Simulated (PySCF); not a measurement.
CH₇N₃Si.
Z-matrix (Å and degrees, PBE0-D3(BJ)/def2-SVP geometry), rows numbered from 1:
```
C 
N   1  1.2610
Si  2  1.7634  1  125.25
N   3  1.7310  2  109.05  1    -7.96
N   3  1.7207  2  113.88  1   110.25
H   1  1.1125  2  124.31  3     1.43
H   1  1.1078  2  120.77  3  -177.97
H   3  1.4921  2  104.57  1  -134.43
H   4  1.0139  3  120.17  2   -54.20
H   4  1.0143  3  118.00  2   165.81
H   5  1.0135  3  118.55  2    80.30
H   5  1.0144  3  119.24  2   -59.82
```

Theory: delta-SCF UKS SCAN, pcX-2 on the ionised atom, pcseg-1 elsewhere, spin-free X2C in PySCF 2.14.0. Every row has its own mixed basis.

```json
{"ionised atom": "C1", "basis functions": "140", "E(ionised) (Eh)": "-485.95673", "binding energy (eV)": "291.735"}
{"ionised atom": "N2", "basis functions": "140", "E(ionised) (Eh)": "-481.84136", "binding energy (eV)": "404.048"}
{"ionised atom": "N4", "basis functions": "140", "E(ionised) (Eh)": "-481.82203", "binding energy (eV)": "404.541"}
{"ionised atom": "Si3", "basis functions": "151", "E(ionised) (Eh)": "-428.86733", "binding energy (eV)": "1846.958"}
```

Q: Fill in the total energy of each ground state.

A: With binding energy = E(ionised) − E(ground) and 27.2114 eV a hartree:

```csv
atom,binding energy (Eh),E(ground) (Eh)
C1,10.7211,-496.6778
N2,14.8485,-496.6899
N4,14.8666,-496.6886
Si3,67.8744,-496.7418
```

Q: How much do the ground-state energies differ, and what would follow from using one of them for all holes?

A: They run from -496.7418 Eh (core basis on Si3) to -496.6778 Eh (on C1), 0.0640 Eh or 1.74 eV apart, for one and the same state in different bases and grids. Pairing the ion of C1 with the ground state of Si3 would put its binding energy 1.74 eV too high.

The listed N 1s values span 0.49 eV, from N2 (bonded to C (double bond) and Si) to N4/N5 (bonded to 2 H and Si).

Only 1s holes are shown. One atom of each set of topologically equivalent atoms was ionised and stands for the set; in this conformer not all members are related by symmetry, and their own values weren't computed. The unrestricted hole states depart most from a pure doublet (⟨S²⟩ = 0.75; over 0.85 named) for C 1s of C1 (0.85), which makes this value less certain. One conformer (not necessarily the lowest) at the PBE0-D3(BJ)/def2-SVP geometry, without solvent, vibrations or thermal averaging.
